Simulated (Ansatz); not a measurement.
Basis-set extrapolation for C3H8AlF2N (`CC(C)[NH][Al]([F])[F]`) (PBE0-D4/def2-TZVP geometry, frozen core, Ansatz). Multiplicity 1, RHF reference.

```tsv
	def2-TZVPP	def2-QZVPP
HF	-613.875924	-613.901749
MP2 correlation	-1.313650	-1.416872
CCSD(T) correlation	-1.399241	not run
```

Energies in hartree. Use E(X) = E(∞) + A·exp(−7.88·√X) for Hartree–Fock and E(X) = E(∞) + B·X^(−2.97) for correlation, with X = 3 and 4, and add CCSD(T) minus MP2 of the smaller set to the MP2 limit.

What is the CCSD(T) energy at the basis-set limit?

HF limit: -613.901749 + (-0.025825) × 0.13774 = -613.90531. MP2 limit: -1.416872 + (-0.103222) × 0.74074 = -1.49333. Higher-order term: -1.399241 − (-1.313650) = -0.08559. Total: -615.48423 hartree, 131.2 kcal/mol below CCSD(T)/def2-TZVPP.
